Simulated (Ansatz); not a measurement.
Mulliken charges of AlBFH3SSi, SMILES `F[B]1[AlH][SiH2]S1` from PBE/def2-TZVPP in Ansatz (PBE0-D4/def2-TZVP geometry).

```
atom   x (Å)   y (Å)   z (Å)  charge (e)
  F1  -1.492   2.259   1.180      -0.179
  B2  -0.817   1.250   0.656       0.292
 Al3   1.001   0.189   1.024       0.150
 Si4   0.190  -1.016  -0.943       0.074
  S5  -1.482   0.399  -0.811      -0.156
  H6   2.253   0.130   2.000      -0.093
  H7   0.808  -0.872  -2.290      -0.044
  H8  -0.369  -2.395  -0.872      -0.044
```

**Question.** By hand: the dipole of these point charges (1 e Å = 4.8032 D).

**Answer.** Σ q r = (0.195, -0.017, 0.144) e Å, of length 0.243 e Å = 1.17 D.

**Question.** How does the dipole of the full density compare? (Estimate.)

**Answer.** The calculation gave: (0.306, -0.154, 0.089) e Å, 1.70 D; the point charges give 0.69 times that, at 29° from its direction.

Point charges leave out the atoms' own dipoles, such as those of lone pairs, and Mulliken's split depends on the basis, so the two needn't agree.
